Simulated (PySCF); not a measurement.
Dimethyldichlorosilane, C2H6Cl2Si.
Atom-mapped SMILES: `[CH3:1][Si:2]([CH3:3])([Cl:4])[Cl:5]` (hydrogens: H6, H7, H8 on C1; H9, H10, H11 on C3)

Structure used (PBE0-D3(BJ)/def2-SVP), in Å, numbered top down from 1:
```
atom  x, y, z in Å
C1     1.4583   -0.5757   -0.3735
Si2    0.0473    0.6052   -0.1215
C3    -1.5186   -0.1746    0.5026
Cl4    0.6470    2.0533    1.2339
Cl5   -0.3507    1.5578   -1.9186
H6     1.1774   -1.3688   -1.0833
H7     2.3343   -0.0438   -0.7726
H8     1.7394   -1.0413    0.5836
H9    -2.3098    0.5819    0.6085
H10   -1.8677   -0.9498   -0.1968
H11   -1.3461   -0.6389    1.4859
```

Computed with core-valence-separated Tamm–Dancoff BHandHLYP/aug-pcX-1 (pcseg-1 on H, def2-SVPD on Si, def2-SVPD on Cl) in PySCF, non-relativistic, gas phase, PBE0-D3(BJ)/def2-SVP geometry. Absolute energies from this functional tend to lie a few eV below measured edges; no shift was applied.

The lowest roots of each edge with f over 0.003 (five at most, numbered afresh; weaker and dark ones are left out), with transition dipoles (au) in the frame of the coordinates:

```tsv
root	edge	E (eV)	μx	μy	μz
1	C	285.37	0.0130	-0.0200	-0.0008
2	C	285.37	-0.0144	-0.0185	0.0075
3	C	286.09	0.0185	0.0091	0.0526
4	C	286.10	-0.0195	-0.0130	-0.0701
5	C	286.13	-0.0722	0.0128	0.0191
```

**Question.** What are the oscillator strengths?

**Answer.** f = (2/3) ΔE |μ|², with ΔE in hartree (27.2114 eV):

```csv
root,ΔE (Eh),|μ|² (au),f,core hole on
1,10.4872,0.000571,0.004,C1/C3
2,10.4873,0.000604,0.004,C1/C3
3,10.5136,0.003195,0.022,C1/C3
4,10.5138,0.005460,0.038,C1/C3
5,10.5152,0.005742,0.040,C1/C3
```

**Question.** Molecules are fixed in this frame and the field points along (1, 0, −1)/√2. What effective strengths 3 f cos²θ do the roots have (θ between field and μ)?

**Answer.** root 1 (C1/C3): 0.002, root 2 (C1/C3): 0.005, root 3 (C1/C3): 0.012, root 4 (C1/C3): 0.027, root 5 (C1/C3): 0.088. Root 5 is the strongest. Averaged over all orientations cos²θ is 1/3, which gives f back. For degenerate partners only the sum has meaning, as the program may mix them freely.

